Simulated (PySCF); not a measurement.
SMILES FC1=C(CCl)[C@H]1CC#N, C₆H₅ClFN

Geometry:
| atom | x (Å) | y (Å) | z (Å) |
| --- | --- | --- | --- |
| N1 | 3.638 | -0.984 | 0.508 |
| C2 | 2.689 | -0.461 | 0.145 |
| C3 | 1.480 | 0.179 | -0.310 |
| C4 | 0.275 | -0.731 | -0.097 |
| C5 | -0.490 | -0.683 | 1.179 |
| F6 | -0.493 | -1.052 | 2.440 |
| C7 | -1.101 | -0.126 | 0.175 |
| C8 | -2.180 | 0.659 | -0.415 |
| Cl9 | -1.580 | 2.331 | -0.753 |
| H10 | 1.589 | 0.412 | -1.374 |
| H11 | 1.349 | 1.116 | 0.239 |
| H12 | 0.344 | -1.667 | -0.645 |
| H13 | -3.027 | 0.757 | 0.264 |
| H14 | -2.493 | 0.249 | -1.376 |

Level of theory: PySCF, GIAO wB97X-D/pcSseg-1 magnetisability, rotational g tensor and spin-rotation constants, non-relativistic, gas phase. Geometry: GFN2-xTB.

Question: Give the nuclear spin-rotation constants along the inertial axes (H = +C I·J) beside the isotropic shieldings.

Answer: Rotational constants 1.9288, 0.7718, 0.5979 GHz. A star marks the isotopologue with that one atom substituted, in its own axes.
```csv
atom,isotope,Caa (kHz),Cbb (kHz),Ccc (kHz),mean (kHz),σ (ppm)
N1,14N,0.045,0.177,0.134,0.118,-33.8
F6,19F,3.188,0.637,0.110,1.312,315.7
Cl9,35Cl,0.417,0.117,0.124,0.219,822.1
H10,1H,-0.203,-0.005,-0.044,-0.084,28.9
H11,1H,-0.187,-0.081,-0.001,-0.089,29.8
H12,1H,-0.162,-0.087,0.008,-0.080,29.2
H13,1H,-0.098,-0.017,-0.051,-0.056,27.3
H14,1H,-0.162,-0.078,0.012,-0.076,27.6
C2,13C*,-0.012,0.349,0.272,0.203,63.4
C3,13C*,0.315,0.114,0.084,0.171,162.1
C4,13C*,0.363,0.141,0.076,0.193,152.1
C5,13C*,0.508,0.362,0.200,0.356,26.8
C7,13C*,0.611,0.202,0.109,0.307,95.1
C8,13C*,0.360,0.124,0.101,0.195,147.2
```
For the geometry as given, no vibrational averaging.
